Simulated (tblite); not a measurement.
C₁₁H₁₆N (charge +1).
Numbering: `[CH:1]#[C:2]/[CH:3]=[CH:4]/[CH:5]=[CH:6]/[CH:7]=[CH:8]/[N+:9]([CH3:10])([CH3:11])[CH3:12]` (hydrogens: H13 on C1; H14 on C3; H15 on C4; H16 on C5; H17 on C6; H18 on C7; H19 on C8; H20, H21, H22 on C10; H23, H24, H25 on C11; H26, H27, H28 on C12)

Structure used (GFN2-xTB), in Å, numbered top down from 1:
```
atom  x, y, z in Å
C1     6.8125    1.9155   -0.6212
C2     5.6168    1.9733   -0.4909
C3     4.2298    2.0503   -0.3350
C4     3.4242    0.9656   -0.3234
C5     2.0154    1.0560   -0.1537
C6     1.1896   -0.0168   -0.1425
C7    -0.2210    0.0926    0.0359
C8    -1.0347   -0.9712    0.0442
N9    -2.4944   -0.9284    0.1945
C10   -3.1030   -0.7274   -1.1377
C11   -2.9487   -2.2176    0.7506
C12   -2.9261    0.1532    1.1005
H13    7.8553    1.8700   -0.7348
H14    3.8196    3.0465   -0.2190
H15    3.8549   -0.0192   -0.4438
H16    1.5997    2.0484   -0.0256
H17    1.6000   -1.0079   -0.2726
H18   -0.6011    1.0953    0.1738
H19   -0.6487   -1.9636   -0.1192
H20   -2.8014   -1.5312   -1.8072
H21   -2.7644    0.2175   -1.5593
H22   -4.1895   -0.7166   -1.0606
H23   -2.6734   -3.0339    0.0847
H24   -2.4853   -2.3847    1.7217
H25   -4.0311   -2.2160    0.8694
H26   -3.9952    0.0721    1.2896
H27   -2.3904    0.0793    2.0455
H28   -2.7303    1.1263    0.6571
```

Level: GFN2-xTB in tblite, geometry and Hessian alike; calculated harmonic values, unscaled, isolated species. Against measured fundamentals such values can be off by several per cent, at times by over 20. One conformer, not necessarily the lowest. The optimisation stopped once no atom felt more than 0.01 eV/Å.

Lowest wavenumbers of the output (negative numbers stand for imaginary wavenumbers):
```
mode    cm-1
  1     -40.4
  2      39.0
  3      54.2
  4     115.9
  5     124.7
  6     128.6
  7     197.6
  8     226.8
```

Task: Is this structure a minimum?

Result: Not by this Hessian. 1 mode is imaginary beyond 20i (40i cm⁻¹), so at this level the point lies at or near a first-order saddle. The curvature is small, so loose convergence or finite differences may be the whole cause.

Task: Which atoms move in the imaginary mode?

Result: 40i: C10 (N-methyl carbon) 11 %. These are shares of the mass-weighted motion.

Task: What is the remedy?

Result: Step along that mode in both directions, optimise again with tighter thresholds and repeat the frequencies. The zero-point energy of this point (148.3 kcal/mol) counts the 77 real modes alone, and thermal corrections from it aren't those of a minimum.

On Arm Neoverse N1, one thread (shared host), this took 2.6 s. This covers the Hessian and the dipole derivatives.
